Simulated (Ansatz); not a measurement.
Program: Ansatz. Geometries: PBE0-D4/def2-TZVP. ΔE: electronic, gas phase. CBS: MP2 limit from def2 TZ/QZ plus the TZ coupled-cluster correction, frozen cores. DFT in def2-TZVPP. B3LYP here is the variant with VWN-RPA as its local correlation; programs differ in this. Each species was taken in one conformer, which may not be the lowest.

`C[SiH](F)CF` + `[SiH3]O[SiH2]S` → `CS[SiH2]O[SiH3]` + `FC[SiH2]F`  (substitution at a C–Si bond)

`C[SiH](F)CF`:

Cartesian coordinates in Å:
```
C 1.143 0.617 -0.895
Si 0.410 -0.427 0.445
F 0.968 0.041 1.876
C -1.467 -0.226 0.525
F -2.003 -0.583 -0.714
H 0.939 1.677 -0.725
H 2.224 0.479 -0.957
H 0.708 0.338 -1.858
H 0.755 -1.861 0.276
H -1.920 -0.863 1.290
H -1.757 0.809 0.737
```

`[SiH3]O[SiH2]S`:

Cartesian coordinates in Å:
```
Si -0.917 0.052 -1.478
O -0.435 -0.714 -0.107
Si 0.254 -0.405 1.339
S 1.572 1.270 1.281
H -1.704 -0.919 -2.275
H 0.265 0.498 -2.258
H -1.760 1.230 -1.147
H -0.776 -0.023 2.333
H 0.982 -1.627 1.744
H 2.518 0.636 0.568
```

`CS[SiH2]O[SiH3]`:

Cartesian coordinates in Å:
```
C 0.120 -1.310 -1.753
S -0.493 0.401 -1.801
Si 0.773 1.277 -0.346
O 0.476 0.721 1.164
Si -0.787 0.178 2.061
H -0.384 -1.848 -2.555
H 1.195 -1.343 -1.926
H -0.120 -1.786 -0.803
H 0.508 2.733 -0.426
H 2.190 0.954 -0.638
H -1.273 -1.121 1.525
H -1.903 1.157 2.049
H -0.302 -0.011 3.449
```

`FC[SiH2]F`:

Z-matrix (Å, degrees):
```
C
Si 1 1.881
F 1 1.389 2 111.3
H 1 1.097 2 109.9 3 -120.2
H 1 1.096 2 111.2 3 121.0
F 2 1.598 1 109.8 3 -69.4
H 2 1.485 1 108.3 3 172.6
H 2 1.481 1 110.8 3 50.0
```

| level | ΔE (kcal/mol) |
| --- | --- |
| B3LYP-D4 | 15.3 |
| ωB97X-V | 15.8 |
| MP2/def2-TZVPP | 16.0 |
| SCS-MP2/def2-TZVPP | 15.5 |

(1) What does CCSD(T)/CBS give? (Estimate.)

Largest T1 diagnostic among the species: 0.011.

Answers

(1) The calculation gave: +15.8 kcal/mol. The listed levels differ from it by -0.5, 0.0, 0.2, -0.3 kcal/mol.

The D4 term adds −0.8 kcal/mol with B3LYP and −0.4 kcal/mol with PBE0; it sums over pairs of atoms, weighted by their polarisabilities, and B3LYP, whose exchange is more repulsive, gets the larger term.
